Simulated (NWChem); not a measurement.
System: CH3ClSZn; SMILES C[S][Zn][Cl]

Input file for NWChem:

```
start job
memory heap 200 mb stack 900 mb global 1100 mb
geometry units angstroms noautoz
  Zn     0.236170    -0.581792     0.019332
  Cl     0.327301    -2.688122    -0.058491
  S      0.160826     1.583024     0.098211
  C     -1.641002     1.876315    -0.031537
  H     -2.056341     1.510282    -0.980589
  H     -1.775406     2.966637     0.000601
  H     -2.196698     1.440210     0.810008
end
basis spherical
  * library def2-svp
end
dft
  xc r2scan
  iterations 150
  mulliken
end
task dft gradient
```

Output (shortened):

```
             Northwest Computational Chemistry Package (NWChem) 7.3.0
             --------------------------------------------------------

 CS  symmetry detected

                             Geometry "geometry" -> ""
                             -------------------------

 Output coordinates in angstroms (scale by  1.889725989 to convert to a.u.)

  No.       Tag          Charge          X              Y              Z
 ---- ---------------- ---------- -------------- -------------- --------------
    1 Zn                  30.0000     0.17725277    -0.34031561     0.00000000
    2 Cl                  17.0000    -0.18504922    -2.41870997     0.00000000
    3 S                   16.0000     0.56735764     1.79185312     0.00000000
    4 C                    6.0000    -1.13637879     2.46022435     0.00000000
    5 H                    1.0000    -1.69836123     2.17100376    -0.89872770
    6 H                    1.0000    -1.03447324     3.55453428     0.00000000
    7 H                    1.0000    -1.69836123     2.17100376     0.89872770

 Effective nuclear repulsion energy (a.u.)     386.9248593861

      Symmetry information
      --------------------

 Group name             Cs
 Group number              2
 Group order               2
 No. of unique centers     6

                                 NWChem DFT Module
                                 -----------------

 Summary of "ao basis" -> "ao basis" (spherical)
 ------------------------------------------------------------------------------
       Tag                 Description            Shells   Functions and Types
 ---------------- ------------------------------  ------  ---------------------
 Zn                         def2-svp                11       31   5s3p2d1f
 Cl                         def2-svp                 8       18   4s3p1d
 S                          def2-svp                 8       18   4s3p1d
 C                          def2-svp                 6       14   3s2p1d
 H                          def2-svp                 3        5   2s1p

      Symmetry analysis of basis
      --------------------------

        a'         66
        a"         30

            General Information
            -------------------
          SCF calculation type: DFT
          Wavefunction type:  closed shell.
          No. of atoms     :     7
          No. of electrons :    72
           Alpha electrons :    36
            Beta electrons :    36
          Charge           :     0
          Spin multiplicity:     1
          Use of symmetry is: on ; symmetry adaption is: on
          Maximum number of iterations: 150
          AO basis - number of functions:    96
                     number of shells:    42
          Convergence on energy requested:  1.00D-06
          Convergence on density requested:  1.00D-05
          Convergence on gradient requested:  5.00D-04

              XC Information
              --------------
                      r^2SCAN Method XC Functional
               r^2SCAN metaGGA Exchange Functional  1.000
                     r^2SCAN Correlation Potential  1.000

             Grid Information
             ----------------
          Grid used for XC integration:  medium
          Radial quadrature: Mura-Knowles
          Angular quadrature: Lebedev.
          Tag              B.-S. Rad. Rad. Pts. Rad. Cut. Ang. Pts.
          ---              ---------- --------- --------- ---------
          Zn                  1.35      112          11.0       590
          Cl                  1.00       88          14.0       590
          S                   1.00       88          10.0       590
          C                   0.70       49          11.0       434
          H                   0.35       45          13.0       434
          Grid pruning is: on
          Number of quadrature shells:   427
          Spatial weights used:  Erf1

      Superposition of Atomic Density Guess
      -------------------------------------

 Sum of atomic energies:       -2673.35496512

      Non-variational initial energy
      ------------------------------

 Total energy =   -2674.523914
 1-e energy   =   -4492.388347
 2-e energy   =    1430.939574
 HOMO         =      -0.285573
 LUMO         =      -0.028746

      Symmetry analysis of molecular orbitals - initial
      -------------------------------------------------

  Numbering of irreducible representations:

     1 a'          2 a"

  Orbital symmetries:

     1 a'          2 a'          3 a'          4 a'          5 a'
     6 a'          7 a"          8 a'          9 a'         10 a'
    11 a'         12 a'         13 a"         14 a'         15 a'
    16 a"         17 a'         18 a'         19 a'         20 a"
    21 a'         22 a'         23 a'         24 a'         25 a"
    26 a'         27 a'         28 a"         29 a'         30 a"
    31 a'         32 a'         33 a"         34 a'         35 a'
    36 a"         37 a'         38 a'         39 a'         40 a"
    41 a'         42 a'         43 a'         44 a"         45 a'
    46 a"

     ---------------------------------------------
      Total Density - Mulliken Population Analysis
     ---------------------------------------------

    Atom       Charge   Shell Charges
 -----------   ------   -------------------------------------------------------
    1 Zn  30    29.01   2.00  2.00  2.00  0.65  0.10  6.00  5.99  0.30  8.04  1.94  0.00
    2 Cl  17    17.60   2.00  1.99  1.23  0.72  5.94  2.20  3.51  0.01
    3 S   16    16.52   2.00  1.99  1.20  0.66  5.94  1.80  2.88  0.04
    4 C    6     6.21   1.99  0.94  0.26  1.92  1.08  0.03
    5 H    1     0.89   0.67  0.19  0.02
    6 H    1     0.89   0.67  0.19  0.02
    7 H    1     0.89   0.67  0.19  0.02

   convergence    iter        energy       DeltaE   RMS-Dens  Diis-err
 ---------------- ----- ----------------- --------- --------- ---------
 d= 0,ls=0.0,diis     1  -2677.0743780024 -3.06D+03  1.62D-02  3.80D-01
 d= 0,ls=0.0,diis     2  -2677.0661684243  8.21D-03  9.18D-03  3.73D-01
 d= 0,ls=0.0,diis     3  -2677.1250413795 -5.89D-02  1.78D-03  4.42D-02
 d= 0,ls=0.0,diis     4  -2677.1294257197 -4.38D-03  4.74D-04  1.15D-02
 d= 0,ls=0.0,diis     5  -2677.1301842486 -7.59D-04  1.33D-04  1.08D-04
  Resetting Diis
 d= 0,ls=0.0,diis     6  -2677.1301933526 -9.10D-06  5.09D-05  1.64D-05
 d= 0,ls=0.0,diis     7  -2677.1301957168 -2.36D-06  2.93D-05  2.03D-06
 d= 0,ls=0.0,diis     8  -2677.1301952952  4.22D-07  1.84D-05  4.92D-06
 d= 0,ls=0.0,diis     9  -2677.1301960133 -7.18D-07  1.45D-06  4.02D-08

         Total DFT energy =    -2677.130196013316
      One electron energy =    -4491.715938168933
           Coulomb energy =     1559.251172419308
    Exchange-Corr. energy =     -131.590289649803
 Nuclear repulsion energy =      386.924859386113

 Numeric. integr. density =       71.999997210542

                  Occupations of the irreducible representations
                  ----------------------------------------------

                     irrep           alpha         beta
                     --------     --------     --------
                     a'               27.0         27.0
                     a"                9.0          9.0

                       DFT Final Molecular Orbital Analysis
                       ------------------------------------

 Vector   34  Occ=2.000000D+00  E=-2.780243D-01  Symmetry=a'
              MO Center= -1.7D-01, -2.0D+00,  3.9D-12, r^2= 2.4D+00
   Bfn.  Coefficient  Atom+Function         Bfn.  Coefficient  Atom+Function
  ----- ------------  ---------------      ----- ------------  ---------------
    42      0.621222  2 Cl px                39      0.440709  2 Cl px
    36      0.260259  2 Cl px                15      0.122551  1 Zn d -2
    12      0.117992  1 Zn px                61      0.094788  3 S  py
     4     -0.089241  1 Zn s                 58      0.081133  3 S  py
    13     -0.078906  1 Zn py                87     -0.056140  6 H  s

 Vector   35  Occ=2.000000D+00  E=-2.690896D-01  Symmetry=a'
              MO Center=  3.2D-01,  1.2D+00,  2.8D-13, r^2= 4.2D+00
   Bfn.  Coefficient  Atom+Function         Bfn.  Coefficient  Atom+Function
  ----- ------------  ---------------      ----- ------------  ---------------
    61     -0.347796  3 S  py                 4      0.320314  1 Zn s
    58     -0.281685  3 S  py                60     -0.273611  3 S  px
    53     -0.216112  3 S  s                 57     -0.210661  3 S  px
    43     -0.200917  2 Cl py                13      0.181759  1 Zn py
    52     -0.163887  3 S  s                 55     -0.162479  3 S  py

 Vector   36  Occ=2.000000D+00  E=-2.175221D-01  Symmetry=a"
              MO Center=  3.8D-01,  1.6D+00,  1.7D-15, r^2= 2.3D+00
   Bfn.  Coefficient  Atom+Function         Bfn.  Coefficient  Atom+Function
  ----- ------------  ---------------      ----- ------------  ---------------
    62      0.642547  3 S  pz                59      0.422260  3 S  pz
    56      0.244171  3 S  pz                14      0.129372  1 Zn pz
    82      0.129372  5 H  s                 92     -0.129372  7 H  s
    16     -0.118797  1 Zn d -1              44     -0.113169  2 Cl pz
    73     -0.109371  4 C  pz                41     -0.073821  2 Cl pz

[...]

                         DFT ENERGY GRADIENTS

    atom               coordinates                        gradient
                 x          y          z           x          y          z
   1 Zn      0.334959  -0.643103   0.000000    0.000057  -0.001112   0.000000
   2 Cl     -0.349692  -4.570699   0.000000   -0.000391  -0.002202   0.000000
   3 S       1.072150   3.386111   0.000000   -0.002528   0.004060   0.000000
   4 C      -2.147445   4.649150   0.000000    0.002593  -0.000735   0.000000
   5 H      -3.209437   4.102602  -1.698349    0.000190   0.000129   0.000313
   6 H      -1.954871   6.717096   0.000000   -0.000111  -0.000269   0.000000
   7 H      -3.209437   4.102602   1.698349    0.000190   0.000129  -0.000313
```

Level: r2SCAN/def2-SVP. Coordinates come from a PBE0/def2-SVP optimisation.
